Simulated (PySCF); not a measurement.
Species: C5H6N2Si.
Cartesian coordinates in Å at the PBE0-D3(BJ)/def2-SVP level; atoms count from 1:
```
atom  x, y, z in Å
C1    -0.564    2.477    0.764
C2    -0.069    1.370    0.693
C3     0.486    0.072    0.614
C4     1.783   -0.375    0.435
N5     1.818   -1.735    0.426
C6     0.579   -2.121    0.594
N7    -0.295   -1.075    0.718
Si8   -2.064   -1.135    0.944
H9    -0.997    3.459    0.824
H10    2.676    0.235    0.314
H11    0.241   -3.157    0.637
H12   -2.735   -0.469   -0.203
H13   -2.382   -2.589    0.982
H14   -2.426   -0.473    2.225
```

NICS = −σ at a ghost point: NICS(0) at the centroid of the ring atoms, NICS(1) 1 Å to either side along the normal of their mean plane, zz for the tensor component along that normal. Level: GIAO PBE0/pcSseg-1 (PySCF, non-relativistic, gas phase) on the PBE0-D3(BJ)/def2-SVP geometry, one conformer.

Ring bond lengths (Å), with Mayer bond orders in brackets: C3–C4 1.384 (1.52), C4–N5 1.360 (1.35), N5–C6 1.309 (1.61), C6–N7 1.368 (1.18), N7–C3 1.391 (1.04).

**Question.** What do the NICS probes read (ppm)?

**Answer.** 
```
          ring                                                 type  NICS(0)  NICS(1), two faces  NICS(1)zz, two faces  rms pucker (Å)  centre to ring atoms, mean (Å)
C3–C4–N5–C6–N7  5-membered ring with 2 N; formal bonds all aromatic    -12.7       -11.2 / -11.2         -28.8 / -28.8            0.00                            1.16
```

**Question.** What can be read from them?

**Answer.** 
- C3–C4–N5–C6–N7: mean NICS(1)zz -28.8 ppm, shielded. For a flat ring without four-coordinate atoms the NICS criterion counts such a value as aromatic.

**Question.** How equal are the bonds by HOMA? HOMA = 1 − mean of α(R − Ropt)² over the ring bonds, with Krygowski's 1993 parameters (CC: Ropt 1.388 Å, α 257.7 Å⁻²; CN: Ropt 1.334 Å, α 93.52 Å⁻²).

**Answer.** 
- C3–C4–N5–C6–N7: HOMA 0.89; the largest term is that of N7–C3, α(R − Ropt)² = 0.31. The geometric and the magnetic index point the same way.

**Question.** At the first NICS(1) probe listed for ring C3–C4–N5–C6–N7, 1 Å off the ring, what do the in-plane components average?

**Answer.** The isotropic value is a third of the trace: (3 × -11.2 − (-28.8))/2 = -2.4 ppm.

**Question.** How do the values depend on the level or the medium?

**Answer.** 
```csv
level,"NICS(0), C3–C4–N5–C6–N7","mean NICS(1)zz, C3–C4–N5–C6–N7"
"PBE0/pcSseg-1, gas",-12.7,-28.8
"wB97X-D/pcSseg-1, gas",-12.4,-28.9
```

The geometry is the same throughout.
